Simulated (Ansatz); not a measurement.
`FC[SiH2]CS`, relaxed with RKS PBE-D4/def2-SVP in Ansatz from a rough embedded geometry. The force threshold is 0.03 eV/Å; the program also tests the step.

The species carries charge 0 and has multiplicity 1.

Start:

```xyz
12

F    -1.519   -0.150   -1.849
C    -0.778    0.873   -1.317
Si    0.661    0.106   -0.492
C     0.149   -1.087    0.938
S    -0.535   -0.177    2.276
H    -0.465    1.569   -2.104
H    -1.418    1.428   -0.597
H     1.514   -0.614   -1.406
H     1.498    1.139    0.140
H     0.960   -1.692    1.226
H    -0.649   -1.790    0.486
H     0.580    0.393    2.700
```

(1) How much energy does the relaxation release, and in how many steps? (Best estimate.)

(2) Which bonds change most? (An estimate is asked.)

(3) Give the relaxed structure. (An estimate is asked.)

Answers

(1) Ansatz gave: 9.13 kcal/mol, in 5 steps.

(2) The calculation gave: C4–S5 from 1.757 to 1.839 Å; C2–Si3 from 1.827 to 1.910 Å; Si3–H8 from 1.443 to 1.507 Å; C4–H10 from 1.052 to 1.109 Å.

(3) Computed: 
```xyz
12

F    -1.566   -0.174   -1.761
C    -0.782    0.868   -1.247
Si    0.776    0.083   -0.471
C     0.180   -1.106    0.881
S    -0.661   -0.206    2.248
H    -0.541    1.585   -2.063
H    -1.366    1.413   -0.471
H     1.541   -0.657   -1.537
H     1.658    1.148    0.129
H     0.969   -1.783    1.266
H    -0.611   -1.744    0.432
H     0.402    0.574    2.594
```
